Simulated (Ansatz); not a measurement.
Born–Oppenheimer molecular dynamics of Cl$_{2}$H$_{4}$InOP (9 atoms, charge 0, multiplicity 1). It starts at the highest image of a converged band, a first-order saddle point between two minima.

Computed with RKS PBE-D4/def2-SVP in Ansatz.

| Quantity | Value |
| --- | --- |
| ensemble | NVE (velocity Verlet) |
| time step | 0.5 fs |
| steps asked | 200 |
| starting velocities drawn for | 100 K |
| seed | 3752 |

First frame:

```xyz
9
Properties=species:S:1:pos:R:3
In 0.299 0.324 0.076
O -0.041 -0.022 2.142
H -0.949 -0.314 2.372
Cl 2.333 -0.491 -0.792
Cl -1.668 0.359 -1.236
P 0.683 2.818 1.465
H 1.904 2.457 0.791
H -0.113 2.986 0.274
H 0.179 1.396 2.069
```

**Question.** What does the run give?

**Answer.** All steps were run.

```
steps done                                               : 200
time covered                                             : 100 fs
mean temperature over the second half                    : 206 K
spread of the potential energy over the second half      : 3.4 meV per atom
mean potential energy of the second half above the start : -10.7 meV per atom
```

The conserved energy stayed within 0.031 meV per atom of its start (net change 0.013 meV per atom), so the integration is sound. The kinetic energy rose, since the run started high on the potential surface and went downhill. It ends in pieces (Cl2HInO + H3P), so much of that is their flight and rotation, not heat. A run of 0.1 ps of so small a system gives no equilibrium averages. The orbitals stay closed-shell, which can raise the energy where a bond breaks towards radicals; this wasn't checked here.

**Question.** What happens to the structure?

**Answer.** Between its relaxed ends the band would form In1–P6, O2–H9 and break P6–H9. These pairs go: In1–P6 2.88 → 3.34 Å, O2–H9 1.44 → 2.41 Å, P6–H9 1.62 → 1.50 Å. In the last frame they stand as before the step (other bonds may differ from the relaxed reactants and products). It ends as Cl2HInO + H3P. Pairs count as bonded within 1.25 times the sum of covalent radii (0.12 Å more for H–H). This is one draw of velocities; another would differ in detail.

**Question.** How do temperature and energy run in time?

**Answer.** 
| time (fs) | T (K) | potential energy less start (eV) | conserved less start (meV/atom) |
| --- | --- | --- | --- |
| 0.0 | 100 | 0.000 | 0.00 |
| 8.0 | 62 | 0.035 | 0.01 |
| 16.0 | 74 | 0.024 | 0.01 |
| 24.0 | 74 | 0.024 | 0.02 |
| 32.0 | 84 | 0.015 | 0.03 |
| 40.0 | 115 | -0.013 | 0.02 |
| 48.0 | 138 | -0.035 | 0.02 |
| 56.0 | 149 | -0.044 | 0.02 |
| 64.0 | 183 | -0.075 | 0.02 |
| 72.0 | 189 | -0.080 | 0.02 |
| 80.0 | 211 | -0.100 | 0.01 |
| 88.0 | 227 | -0.115 | 0.01 |
| 96.0 | 267 | -0.151 | 0.00 |

Time of the run: 4.6 min on 4 threads of Arm Neoverse V1, with other jobs on the host, peak memory 0.18 GiB.
